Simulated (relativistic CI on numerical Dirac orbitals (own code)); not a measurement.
# Pt42+: q coefficients and field-shift factors

Calculated at this level of theory: Dirac-Coulomb-Breit CI, orbitals from a KLI potential per configuration, derivatives by finite differences, unscaled Slater integrals, QED left out (own radial code, finite nucleus).

Configurations in the expansion (outside the closed core [Ar] 3d10): 4s²4p⁶, 4s²4p⁵4d, 4s4p⁶4d, 4s²4p⁵4f, 4s4p⁶4f, 4p⁶4d², 4p⁵4d³, 4p⁵4d²4f. Double excitations out of closed p, d and f shells are left out; levels of such configurations are missing from the list, as are those of other unlisted configurations, and high levels can miss mixing partners.

With x = (α/α₀)² − 1 an excitation energy changes as ω = ω₀ + qx; K = 2q/ω₀ is the relative enhancement. Terms are leading LS components, so labels can repeat. The field-shift factor is F = δν/δ⟨r²⟩ for the transition from the lowest level.

Lowest level 4s²4p⁶ ¹S0.

| Level | ω₀ (cm⁻¹) | q (cm⁻¹) | K | F (GHz/fm²) |
| --- | --- | --- | --- | --- |
| 4s²4p⁵4d ³P°0 | 1314338 | 61530 | 0.0936 | 14 |
| 4s²4p⁵4d ³P°1 | 1357112 | 74720 | 0.11 | 14.5 |
| 4s²4p⁵4d ³F°3 | 1381148 | 63560 | 0.092 | 12.6 |
| 4s²4p⁵4d ³D°2 | 1394075 | 64660 | 0.0928 | 13.9 |
| 4s²4p⁵4d ³F°4 | 1555447 | 274100 | 0.352 | 18.6 |
| 4s²4p⁵4d ¹D°2 | 1578112 | 275600 | 0.349 | 20.6 |
| 4s²4p⁵4d ³D°3 | 1626487 | 273700 | 0.337 | 21.6 |
| 4s²4p⁵4d ¹P°1 | 1771997 | 314700 | 0.355 | 10.7 |
| 4s²4p⁵4d ³F°2 | 2349168 | 1.286e+06 | 1.09 | -215 |
| 4s²4p⁵4d ¹P°1 | 2541212 | 1.247e+06 | 0.981 | -200 |
| 4s²4p⁵4d ³P°2 | 2563032 | 1.498e+06 | 1.17 | -205 |
| 4s²4p⁵4d ³F°3 | 2585009 | 1.5e+06 | 1.16 | -207 |
| 4s²4p⁵4f ³D1 | 3139608 | 549500 | 0.35 | -707 |
| 4s²4p⁵4f ³D2 | 3194492 | 531800 | 0.333 | -593 |
| 4s²4p⁵4f ³G4 | 3254446 | 277600 | 0.171 | 47.7 |
| 4s²4p⁵4f ³F3 | 3271630 | 369000 | 0.226 | -117 |
| 4s²4p⁵4f ³G5 | 3287698 | 327700 | 0.199 | 50 |
| 4s²4p⁵4f ¹F3 | 3300740 | 360900 | 0.219 | -65.7 |
| 4s²4p⁵4f ³F4 | 3348298 | 329600 | 0.197 | 50.4 |
| 4s²4p⁵4f ¹D2 | 3362939 | 368200 | 0.219 | -95.6 |
| 4s4p⁶4d ³D1 | 3445349 | 1.186e+06 | 0.688 | -2440 |
| 4s4p⁶4d ³D2 | 3451963 | 1.214e+06 | 0.704 | -2490 |
| 4s4p⁶4d ³D3 | 3598075 | 1.547e+06 | 0.86 | -2860 |

At this charge energies of transitions that change n are usually good to better than 1 %, and those within a shell (Δn = 0) to a few per cent.
